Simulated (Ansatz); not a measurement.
C2H6OSi, SMILES `C[SiH2]C=O`, relaxed with RKS PBE0-D4/def2-TZVP in the Gaussian-basis code of Ansatz from a PBE-D4/def2-SVP geometry. The force threshold is 0.005 eV/Å; the program also tests the step.

Charge 0, multiplicity 1.

Start:

```xyz
10

C    -0.022   -0.117    1.438
Si   -0.686   -0.112   -0.322
C     0.805    0.273   -1.514
O     1.919    0.506   -1.076
H     0.472    0.851    1.655
H     0.738   -0.915    1.554
H    -0.825   -0.282    2.183
H    -1.737    0.948   -0.548
H    -1.286   -1.434   -0.730
H     0.621    0.281   -2.640
```

```tsv
step	energy (eV)	largest force (eV/Å)	largest move (Å)
1	-12089.7448	1.090	0.000
2	-12089.7880	0.151	0.034
3	-12089.7911	0.104	0.018
4	-12089.7911	0.102	0.007
5 (rejected)	-12089.7863	0.326	0.033
6	-12089.7920	0.008	0.016
7	-12089.7921	0.006	0.012
8	-12089.7921	0.014	0.019
9	-12089.7921	0.012	0.003
10	-12089.7921	0.004	0.002
```

End:

```xyz
10

C    -0.028   -0.112    1.440
Si   -0.660   -0.102   -0.309
C     0.794    0.263   -1.518
O     1.920    0.451   -1.128
H     0.418    0.853    1.687
H     0.742   -0.877    1.560
H    -0.834   -0.315    2.149
H    -1.692    0.946   -0.545
H    -1.245   -1.410   -0.719
H     0.586    0.303   -2.616
```

It took 38 s on 2 threads of an Arm Neoverse V2 on a shared host, with 0.34 GiB of host memory at the peak.
